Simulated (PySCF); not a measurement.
**SiF4, singlet: computed properties**

Method: PySCF, PBE0, basis Si def2-SVP, F def2-SVP (no relativity, density fitting).

The structure is a minimum.

```xyz
5
charge 0 multiplicity 1, angstrom
Si    0.0000    0.0000    0.0000
F     0.9158    0.9158    0.9158
F     0.9158   -0.9158   -0.9158
F    -0.9158   -0.9158    0.9158
F    -0.9158    0.9158   -0.9158
```

* Point group: Td
* Bond lengths: Si–F 1.586 Å (×4)
* Bond angles: F–Si–F 109.5° (×6)
* Entropy at 298.15 K and 1 bar: 284.1 J/(mol K)
* Rotational constants: 0.1323, 0.1323, 0.1323 cm⁻¹
* Principal quadrupole moments (Buckingham, traceless) about the centre of mass: 0.00, 0.00, 0.00 D Å
* Atomisation energy without zero-point energy: 2245 kJ/mol
* Rotational symmetry number: 12
* Dipole moment: 0.00 D
* Highest occupied level: -12.54 eV
* Lowest empty level: 0.43 eV
* Zero-point energy: 33.4 kJ/mol
* Principal polarisabilities: 15.8, 15.8, 15.8 bohr³
* Heat capacity Cp at 298.15 K: 73.8 J/(mol K)
* Enthalpy at 298.15 K above 0 K: 15.47 kJ/mol

Harmonic modes (masses in u: Si 27.977, F 18.998):
```json
{"symmetry": "e", "ω (cm⁻¹)": "257", "IR (km/mol, summed over degenerate members)": "0.0", "μ (u)": "19.00"}
{"symmetry": "t2", "ω (cm⁻¹)": "381", "IR (km/mol, summed over degenerate members)": "155", "μ (u)": "20.45"}
{"symmetry": "a1", "ω (cm⁻¹)": "787", "IR (km/mol, summed over degenerate members)": "0.0", "μ (u)": "19.00"}
{"symmetry": "t2", "ω (cm⁻¹)": "1045", "IR (km/mol, summed over degenerate members)": "662", "μ (u)": "22.72"}
```

In Td the vibrations span e + 2t2 + a1. The a1, e modes carry no infrared intensity, as symmetry demands.

Charges (e):
```
    atom  Mulliken  Löwdin  polar tensor  Mayer order to Si1
     Si1      1.24    0.63          2.37                   –
F2,3,4,5     -0.31   -0.16         -0.59                1.10
```

Mulliken populations on Si1: s 4.66, p 7.39, d 0.71.

Counting electrons, silicon keeps none of its valence electrons outside its bonds, so the VSEPR class is AX4 and the expected shape is tetrahedral (Td), as computed.

The final relaxation and frequency run took 15 s on 2 threads of a shared Arm Neoverse N1 host, with 74 basis functions and 6 gradients; the process peaked at 1 GiB.
